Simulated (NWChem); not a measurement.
Species: C2H7B; SMILES BCC

```xyz
10

B     -0.2765    -1.4335    -0.0108
H      0.2897    -2.4785     0.2254
H     -1.4408    -1.4748    -0.3487
C      0.5122    -0.0953     0.0274
C     -0.2558     1.2201     0.0193
H      1.1003    -0.2053    -0.9163
H      1.2976    -0.1144     0.8036
H     -0.8073     1.3629     0.9618
H     -0.9979     1.2460    -0.7938
H      0.4061     2.0914    -0.1051
```
Atoms are numbered in this order, from 1.

Results from NWChem. Geometry: optimised at PBE0/def2-SVP. Vzz is the largest principal value of the second derivative of the potential at the nucleus (NWChem prints the opposite sign); η is the asymmetry. Non-relativistic.

```csv
level,Vzz B1 (a.u.),η B1
B3LYP/def2-SVP,0.561,0.11
B3LYP/def2-TZVP,(withheld),0.08
Hartree-Fock/cc-pVTZ,0.607,0.11
Hartree-Fock/def2-SVP,0.571,0.13
```

Task: Complete the blanks.

Result: 
- B3LYP/def2-TZVP, Vzz B1 (a.u.): 0.633
